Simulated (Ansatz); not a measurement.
GeH3(NHMe) (CH7GeN). The state is a singlet with charge 0. Geometry PBE0-D4/def2-SVP.

```
atom    x (Å)    y (Å)    z (Å)
 Ge1  -0.3479   0.0461  -1.4026
  H2  -0.5185  -1.1291  -2.3804
  H3  -1.6463   0.8634  -1.2698
  H4   0.7683   0.9888  -1.9263
  N5   0.0062  -0.6859   0.2415
  C6   0.2410   0.1670   1.3829
  H7   0.6445  -1.4747   0.2074
  H8   1.2059   0.7157   1.3727
  H9  -0.5573   0.9246   1.4559
 H10   0.2040  -0.4158   2.3187
```

Q: Estimate the orbital energies around the gap (eV) in Ansatz with HF/STO-3G, LDA (SPW92)/def2-TZVP, PBE-D4/def2-TZVPD, PBE0-D4/def2-SVP, r2SCAN0-D4/def2-TZVP.

A: 
| orbital | HF/STO-3G | LDA (SPW92)/def2-TZVP | PBE-D4/def2-TZVPD | PBE0-D4/def2-SVP | r2SCAN0-D4/def2-TZVP |
| --- | --- | --- | --- | --- | --- |
| HOMO−9 | -18.20 | -21.48 | -21.58 | -23.97 | -25.01 |
| HOMO−8 | -18.18 | -16.17 | -16.23 | -18.23 | -18.98 |
| HOMO−7 | -17.84 | -13.78 | -13.64 | -15.33 | -15.73 |
| HOMO−6 | -15.47 | -11.62 | -11.54 | -13.09 | -13.44 |
| HOMO−5 | -14.68 | -10.35 | -10.29 | -11.82 | -12.14 |
| HOMO−4 | -13.54 | -10.05 | -9.97 | -11.44 | -11.72 |
| HOMO−3 | -11.61 | -8.41 | -8.39 | -9.71 | -9.98 |
| HOMO−2 | -11.19 | -8.21 | -8.19 | -9.43 | -9.72 |
| HOMO−1 | -10.80 | -8.05 | -8.03 | -9.29 | -9.55 |
| HOMO | -7.49 | -5.30 | -5.27 | -6.44 | -6.78 |
| LUMO | 12.42 | -0.50 | -0.59 | 0.96 | 0.84 |
| LUMO+1 | 13.55 | 0.30 | -0.14 | 1.97 | 1.73 |
| LUMO+2 | 14.09 | 0.65 | 0.33 | 2.24 | 1.99 |
| LUMO+3 | 14.29 | 1.10 | 0.69 | 2.47 | 2.43 |
| LUMO+4 | 17.74 | 1.31 | 0.85 | 2.89 | 2.79 |
| LUMO+5 | 19.00 | 1.48 | 0.90 | 3.23 | 2.99 |
